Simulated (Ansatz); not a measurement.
Program: Ansatz. Geometries: PBE0-D4/def2-TZVP. ΔE: electronic, gas phase. CCSD(T)/CBS is the MP2 limit (def2-TZVPP, def2-QZVPP) plus CCSD(T) − MP2 in def2-TZVPP, frozen cores. This one scheme is used for every species, atoms too. Functionals use def2-TZVPP. No spin–orbit coupling; open shells (•) take unrestricted orbitals. Spin–orbit coupling would lower the free atoms: a little for B, C, O; clearly for Br. Bonds to Br are less sure, by a few kJ/mol each and by 10 to 20 or more in all where they break to atoms, as the def2 sets lack core-valence functions. Scalar relativity is left out up to krypton. One conformer a species, not always the lowest.

Reaction (atomization): `CB(O)Br` → B• + Br• + C• + 4 H• + O•

| level | ΔE (kcal/mol) | difference from CCSD(T)/CBS |
| --- | --- | --- |
| B97M-V | 747.1 | 2.3 |
| BHLYP-D4 | 722.9 | -21.9 |
| B2PLYP | 737.9 | -6.9 |
| revPBE | 730.2 | -14.6 |
| BHLYP | 718.8 | -26.0 |
| LC-ωPBE | 742.4 | -2.4 |
| HF/def2-SVP | 569.0 | -175.8 |
| HF/def2-TZVPP | 559.7 | -185.1 |
| SCS-MP2/def2-TZVPP | 735.5 | -9.3 |
| HF/CBS(def2) | 560.2 | -184.6 |
| CCSD(T)/CBS | 744.8 | 0 |

Largest T1 diagnostic among the species: 0.014.

The D4 term adds +5.4 kcal/mol with B3LYP and +2.8 kcal/mol with PBE0; it sums over pairs of atoms, weighted by their polarisabilities, and B3LYP, whose exchange is more repulsive, gets the larger term. In def2-TZVPP, CCSD(T) changes the Hartree–Fock value by +166.9 kcal/mol (the triples alone add +10.7 kcal/mol) and MP2 by +184.6 kcal/mol; breaking electron pairs costs correlation energy, which Hartree–Fock lacks.

B3LYP here is the variant with VWN-RPA as its local correlation; programs differ in this.

For atomizations the MP2-based limit and the directly extrapolated one differ by several kJ/mol either way, and by 10 to 25 for some Ge, Se and Sn compounds, so smaller differences from it don't rank the levels.
